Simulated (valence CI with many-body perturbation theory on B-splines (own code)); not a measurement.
# Nb: key properties

Computed by relativistic CI+MBPT: five valence electrons over a frozen Dirac-Fock core [Kr], a basis of 7 s, 7 p, 8 d, 6 f, 4 g, 1 h functions for each j, with the one-electron correlation potential Σ1 (screened to all orders), the two-electron term Σ2, the three-electron term Σ3, Breit, model QED; selected single and double excitations, second order for the rest, scaled by the run's own slope (own B-spline code, finite nucleus).

Against 16 measured levels this calculation errs by 122 cm⁻¹ on average and by 321 at most. These come from a selection out of the NIST Handbook of Basic Atomic Spectroscopic Data. Levels without a partner in it may be off by more, other configurations by 1,000 to 4,000 cm⁻¹. Among the levels kept, up to 2100 cm⁻¹ of a level comes from second order outside the variational space, and about a tenth of that is noise between levels of different J, which matters for small intervals.

Rates and lifetimes use the calculated energies. Strong lines usually hold to 10 to 20 %, long lifetimes can be off by a factor of two.

Task: What is the ground level?

Result: 4d⁴5s ⁶D_1/2, composition 95 % 4d⁴5s ⁶D + 1 % 4d⁴5s ⁴P, g = 3.330.

Task: Name the longest-lived excited levels whose lifetime is computed, and their main decay.

Result: 4d⁴5s ⁶D_3/2 at 153 cm⁻¹ lives 4420 s, mostly by M1 to 4d⁴5s ⁶D_1/2; 4d⁴5s ⁶D_5/2 at 391 cm⁻¹ lives 1160 s, mostly by M1 to 4d⁴5s ⁶D_3/2; 4d⁴5s ⁶D_9/2 at 1037 cm⁻¹ lives 781 s, mostly by M1 to 4d⁴5s ⁶D_7/2. The lifetime of 4d³5s² ⁴F_3/2 is too uncertain to give, and may be longer.

Task: How is the term ⁶D of the ground level split?

Result: J = 1/2 at 0.0, J = 3/2 at 153, J = 5/2 at 391, J = 7/2 at 688, J = 9/2 at 1037 cm⁻¹.

Task: Where does the other parity begin?

Result: At 4d³5s5p ⁶G°_3/2, 15804 cm⁻¹.

Task: What is the ionisation energy?

Result: 6.6873 eV; NIST lists 6.75885 eV (measured).

Task: What are the static dipole polarisabilities of the lowest levels?

Result: 4d⁴5s ⁶D_1/2 95.0; 4d⁴5s ⁶D_3/2 97.1 (tensor -1.7); 4d⁴5s ⁶D_5/2 98.3 (tensor -1.6); 4d⁴5s ⁶D_7/2 97.3 (tensor 0.93) bohr³, of which the core gives 2.27. The recommended value for the atom is 98 ± 8 bohr³ (Schwerdtfeger and Nagle, table of static dipole polarizabilities (2023 update)).

Task: How well does LS coupling describe the low levels?

Result: Among the lowest 20 levels the leading LS term, summed over configurations, holds 96 % on average. For single configurations the figures are 77 % in LS and 42 % in jj coupling. Terms mix most in the J = 3/2 level at 9690 cm⁻¹, where the leading one holds 69 %.
